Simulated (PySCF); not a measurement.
BeMe(vinyl), C3H6Be.
Geometry (PBE0-D3(BJ)/def2-SVP, Å), atoms numbered from 1 in this order:
```
atom  x, y, z in Å
Be1   -0.0873   -0.3318    0.3861
C2    -0.0851   -0.3128    2.0633
H3    -0.7465    0.4687    2.4778
H4     0.9206   -0.1335    2.4833
H5    -0.4340   -1.2737    2.4830
C6    -0.0906   -0.3448   -1.2896
C7     0.2002    0.7401   -2.0304
H8    -0.3350   -1.2511   -1.8666
H9     0.4604    1.7061   -1.5783
H10    0.1973    0.7329   -3.1286
```

Computed with PySCF 2.14.0, density-fitted response routines, TDDFT CAM-B3LYP/def2-SVPD, vertical, gas phase, core orbitals frozen in the response.

Orbital energies (eV): HOMO-3 -12.13, HOMO-2 -10.23, HOMO-1 -9.62, HOMO -9.11, LUMO 0.23, LUMO+1 0.76, LUMO+2 1.03.

Lowest singlets, with some entries withheld (?).

```json
{"state": "S1", "E (eV)": "5.83", "f": "0.0008", "main configurations (H = HOMO, L = LUMO)": "H-1→L (88%)"}
{"state": "S2", "E (eV)": "6.53", "f": "0.284", "main configurations (H = HOMO, L = LUMO)": "H→L (84%), H-1→L+1 (9%)"}
{"state": "S3", "E (eV)": "6.61", "f": "0.011", "main configurations (H = HOMO, L = LUMO)": "H→L+1 (76%), H→L+3 (12%)"}
{"state": "S4", "E (eV)": "6.87", "f": "0.034", "main configurations (H = HOMO, L = LUMO)": "H-1→L+1 (66%), H-1→L+5 (14%), H→L (11%)"}
{"state": "S5", "E (eV)": "7.09", "f": "0.024", "main configurations (H = HOMO, L = LUMO)": "H-2→L (81%)"}
{"state": "S6", "E (eV)": "?", "f": "0.066", "main configurations (H = HOMO, L = LUMO)": "H→L+3 (48%), H→L+2 (32%), H→L+5 (9%)"}
{"state": "S7", "E (eV)": "?", "f": "0.093", "main configurations (H = HOMO, L = LUMO)": "H-1→L+2 (59%), H-2→L+2 (14%), H-1→L+3 (9%)"}
{"state": "S8", "E (eV)": "?", "f": "0.0052", "main configurations (H = HOMO, L = LUMO)": "H→L+2 (43%), H→L+3 (31%), H→L+8 (9%)"}
{"state": "S9", "E (eV)": "?", "f": "0.095", "main configurations (H = HOMO, L = LUMO)": "H-2→L+1 (61%), H-2→L+2 (13%)"}
{"state": "S10", "E (eV)": "?", "f": "0.0022", "main configurations (H = HOMO, L = LUMO)": "H-1→L+3 (47%), H-2→L+2 (23%), H-2→L+3 (10%)"}
```

**Question.** What stands in place of each question mark?

**Answer.** 
- S6: E = 7.50 eV
- S7: E = 7.65 eV
- S8: E = 7.84 eV
- S9: E = 7.84 eV
- S10: E = 8.15 eV

**Question.** What is the mean static polarisability from the same response equations?

**Answer.** 53.1 au (7.87 Å³), with principal values 42.2, 49.5 and 67.6 au.

**Question.** How far apart are S8 and S10, in eV and cm⁻¹?

**Answer.** 8.147 − 7.835 = 0.312 eV, or about 2510 cm⁻¹.

**Question.** Where do the lowest triplets lie (Tamm–Dancoff)?

**Answer.** T1 3.98 eV, H→L (82%), H→L+4 (9%); T2 5.23 eV, H-1→L (76%), H-2→L (14%); T3 6.46 eV, H-1→L+1 (66%), H-1→L+5 (22%); T4 6.48 eV, H→L+1 (73%), H→L+3 (14%). E(S1) − E(T1) = +1.85 eV.

All these states lie below the vertical ionisation energy of 10.19 eV (ΔSCF).

One conformer stands for the species.
